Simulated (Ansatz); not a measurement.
Isolated molecules relaxed with PBE0-D4/def2-TZVP in Ansatz; ΔE leaves out vibrations. CBS: MP2 limit from def2 TZ/QZ plus the TZ coupled-cluster correction, frozen cores. This one scheme is used for every species. DFT in def2-TZVPP. HSE06 is defined as in plane-wave codes. Elements past krypton have def2 core potentials. For In outer-core shells are correlated without core-valence functions, which leaves a few kJ/mol of doubt a bond. Each species was taken in one conformer, which may not be the lowest.

Reaction (hydrogenolysis of the In–Si bond): `N[SiH2][InH2]` + H₂ → `[InH3]` + `N[SiH3]`

| level | ΔE (kJ/mol) | difference from CCSD(T)/CBS |
| --- | --- | --- |
| BLYP-D4 | 7.8 | 1.5 |
| BHLYP-D4 | -3.7 | -10.0 |
| CAM-B3LYP-D4 | -6.1 | -12.4 |
| ωB97X-V | -2.2 | -8.5 |
| ωB97M-V | -0.9 | -7.2 |
| revPBE | 8.2 | 1.9 |
| BLYP | -1.1 | -7.4 |
| PBE0 | 3.6 | -2.7 |
| HSE06 | 3.9 | -2.4 |
| LC-ωPBE | -4.9 | -11.2 |
| RPA@PBE/def2-TZVPP | -3.6 | -9.9 |
| MP2/def2-SVP | -8.5 | -14.8 |
| CCSD/def2-SVP | -12.9 | -19.2 |
| CCSD(T)/def2-SVP | -9.8 | -16.1 |
| CCSD/def2-TZVPP | -4.8 | -11.1 |
| HF/CBS(def2) | -29.2 | -35.5 |
| CCSD(T)/CBS | 6.3 | 0 |

Largest T1 diagnostic among the species: 0.014.

In def2-TZVPP, CCSD(T) changes the Hartree–Fock value by +28.9 kJ/mol (the triples alone add +4.7 kJ/mol) and MP2 by +34.3 kJ/mol. From PBE to PBE0 (25 % exact exchange), in def2-TZVPP and without D4, ΔE moves by −6.1 kJ/mol. At CCSD(T), def2-SVP lies −16.1 kJ/mol from the extrapolated value and def2-TZVPP −6.3 kJ/mol.
